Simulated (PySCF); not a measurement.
Fe: excitation energy

Fe [Ar] 3d6 4s2 (5D) → Fe [Ar] 3d7 4s1 (5F), as a difference of total energies. Calculation: PySCF 2.14, in x2c-QZVPPall; scalar relativity by spin-free X2C-1e. Correlated levels: valence: [Ar] frozen; valence and next inner shell: [Ne] frozen. The calculations carry no spin-orbit coupling.

| method | excitation energy (eV) |
| --- | --- |
| UHF | 2.110 |
| LDA | 0.141 |
| PBE | 0.058 |
| PBE0 | 0.513 |
| BHandHLYP | 1.111 |
| TPSS | -0.125 |
| wB97X | 0.989 |
| B97-3 | 0.823 |
| MP2 (valence) | 0.758 |
| SCS-MP2 (valence) | 0.828 |
| MP2 (valence and next inner shell) | 0.420 |
| SCS-MP2 (valence and next inner shell) | 0.622 |

Question: How much does correlation contribute at MP2 (valence and next inner shell)?

Answer: 0.420 − (2.110) = -1.690 eV, measured against UHF.

Errors of the correlated levels include the incompleteness of this basis and the frozen core.

For comparison: 0.875 eV (measured; NIST levels, between the centres of gravity of the two terms).
